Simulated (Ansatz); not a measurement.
A nudged elastic band was laid between two geometries of CH₅Sn (7 atoms, charge -1, multiplicity 1).

Level of theory: Ansatz 0.2.0, RKS PBE0/def2-SVP.

```
movable images  : 6
climbing image  : no
spring          : 5.0 eV/Å²
optimiser       : quadratic models (default)
start path      : IDPP
force threshold : 0.05 eV/Å
iteration limit : 60
end points      : relaxed
```

First end point:

```xyz
7
Properties=species:S:1:pos:R:3
C -0.646 -1.269 0.340
Sn 0.147 0.620 -0.094
H -0.630 -1.853 -0.608
H 0.071 -1.772 1.027
H -0.882 1.534 -1.191
H 0.198 1.658 1.327
H 1.744 1.082 -0.801
```

Last end point:

```xyz
7
Properties=species:S:1:pos:R:3
C -0.289 -1.408 -0.283
Sn 0.111 0.634 -0.036
H 0.571 -1.960 0.158
H -1.172 -1.645 0.353
H -1.173 1.647 -0.688
H 0.443 1.582 1.467
H 1.510 1.151 -0.970
```

**Question.** Which bonds break or form, and what moves?

**Answer.** No bond is made or broken. The dihedral H3–C1–Sn2–H6 goes from -180 to -57°. The two ends are copies of one structure, up to a mirror image or an exchange of like atoms.

**Question.** What energy profile does the band end with?

**Answer.** The run converged. The highest image is number 4 of 0 to 7, 0.073 eV above the ends, which have the same energy within 2 meV. No image climbed, so the highest image needn't sit at the top of the path. Limits of this set-up: an anion without diffuse functions, the dipole of an ion depends on the origin.

```tsv
image	path coordinate (Å)	energy (eV)	dihedral H3–C1–Sn2–H6 (°)
0	0.00	0.000	-180
1	0.37	0.013	-162
2	0.73	0.044	-146
3	1.10	0.072	-129
4	1.46	0.073	-111
5	1.83	0.045	-93
6	2.20	0.013	-75
7	2.56	0.000	-57
```

**Question.** What is the geometry of the highest image?

**Answer.** 
```xyz
7
Properties=species:S:1:pos:R:3
C -0.576 -1.366 -0.054
Sn 0.089 0.626 -0.075
H 0.274 -1.960 -0.456
H -0.671 -1.646 1.018
H -1.049 1.772 -0.803
H 0.417 1.547 1.417
H 1.515 1.027 -1.046
```

Run time: 2.1 min on 1 thread of Intel(R) Xeon(R) Platinum 8259CL CPU @ 2.50GHz (Skylake/Cascade Lake), on a shared host, peak memory 0.14 GiB.
